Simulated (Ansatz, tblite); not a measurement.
Isomers of HfTe2⁺ (doublet), found by a short tight-binding search and relaxed with B3LYP-D4/def2-TZVP in Ansatz.

In the def2 sets Hf, Te take a core potential; there is no spin–orbit coupling. The xTB rows come from tblite.

Run but left out: HF/def2-TZVP, MP2/def2-TZVP, CCSD/def2-TZVP, CCSD(T)/def2-TZVP (B: ⟨S²⟩ 1.39, where a pure state has 0.75).

Other spin states were run for one of them alone.

A:

```xyz
3

Hf   -1.0932   -0.5231   -0.8831
Te    0.5309    1.4948   -0.2695
Te    0.5623   -0.9717    1.1526
```

B:

Cartesian coordinates in Å:
```
Hf -0.783 0.627 0.651
Te -0.980 -0.900 -1.411
Te 1.763 0.274 0.761
```

**Question.** Estimate which lies lowest at each level, and how far above it the others are (kcal/mol).

**Answer.** 
```
                 level    A    B
              GFN1-xTB  0.0  0.5
              GFN2-xTB  7.3  0.0
      PBE-D4/def2-TZVP  1.1  0.0
   revPBE-D4/def2-TZVP  1.3  0.0
   r2SCAN-D4/def2-TZVP  0.0  0.2
     PBE0-D4/def2-TZVP  0.0  1.1
CAM-B3LYP-D4/def2-TZVP  0.0  1.1
```
Point groups (tolerance 0.1 Å): A not assigned, B C2v. Lower isomers may exist.
